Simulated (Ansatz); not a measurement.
Species: C6H11 (charge -1, singlet). It need not be the lowest isomer of its formula. Whether it binds its extra electron was not tested at this geometry. 
Coordinates optimised at B3LYP-D3(BJ)/def2-TZVP (Ansatz, an electronic-structure program):
SMILES: [CH-]=C(C)CCC
```xyz
17

C      2.6235    -0.0765    -0.6240
C      1.1392     0.2869    -0.6690
C      0.3319    -0.2691     0.5136
C     -1.1540     0.0828     0.4911
C     -1.7738     0.9938     1.2708
C     -1.9300    -0.7164    -0.5459
H      3.0855     0.2906     0.2977
H      3.1804     0.3472    -1.4671
H      2.7622    -1.1619    -0.6453
H      0.7075    -0.0731    -1.6085
H      1.0240     1.3753    -0.6756
H      0.4808    -1.3649     0.5289
H      0.7681     0.1205     1.4394
H     -1.0129     1.4387     1.9598
H     -2.9795    -0.4239    -0.4986
H     -1.8608    -1.8041    -0.3734
H     -1.5767    -0.5536    -1.5769
```
Charge -1, spin multiplicity 1.

Total electronic energies in hartree. Cores are frozen in the correlated levels unless marked. Spin-orbit coupling is left out. No relativistic terms. CBS(X,Y): correlation extrapolated as X^-3; Hartree-Fock from the larger set. The bracket is a focal-point correction in the basis named.

| level | program | energy (Eh) |
|---|---|---|
| HF/cc-pVDZ | Ansatz | -233.51073 |
| RI-HF/cc-pVTZ | Ansatz | -233.57991 |
| PBE-D3(BJ)/def2-TZVPD | Ansatz + dftd3 | -234.94814 |
| B97M-V/def2-TZVPD | Ansatz | -235.27783 |
| B2PLYP-D3(BJ)/def2-TZVPD | Ansatz + dftd3 | -235.04274 |
| SCS-MP2/cc-pwCVTZ | Ansatz | -234.64589 |
| CCSD/cc-pVTZ | Ansatz | -234.68534 |
| CCSD(T)/STO-3G | Ansatz | -230.97654 |
| RI-MP2/CBS(aug-cc-pVTZ,aug-cc-pVQZ)+[CCSD(T)-MP2]/aug-cc-pVTZ | Ansatz | -234.8685 |

Totals of different functionals don't rank their quality; only differences between species are comparable.
